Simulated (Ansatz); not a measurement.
`[SiH3][AlH][Br]` + `[BH2][SnH2][CH2]F` → `F[CH2][AlH][Br]` + `[BH2][SnH2][SiH3]`  (redistribution)

Calculated with Ansatz (gas phase, PBE0-D4/def2-TZVP geometries, no zero-point term in ΔE). CCSD(T)/CBS adds triple-zeta CCSD(T) − MP2 to the extrapolated MP2 energy (def2 sets, frozen cores). DFT in def2-TZVPP. def2 core potentials past Kr. For Br, Sn outer-core shells are correlated without core-valence functions, which leaves a few kJ/mol of doubt a bond. Scalar relativity is left out up to krypton. Each species was taken in one conformer, which may not be the lowest.

```tsv
species	PBE-D4 energy (Eh)
`[SiH3][AlH][Br]`	-3107.86981
`[BH2][SnH2][CH2]F`	-380.49372
`F[CH2][AlH][Br]`	-2955.78061
`[BH2][SnH2][SiH3]`	-532.59637
```

**Question.** Work out ΔE.

**Answer.** ΔE = (-2955.78061) + (-532.59637) − (-3107.86981) − (-380.49372) = -0.01345 Eh = -35.3 kJ/mol. CCSD(T)/CBS gives -36.2 kJ/mol.

Largest T1 diagnostic among the species: 0.014.
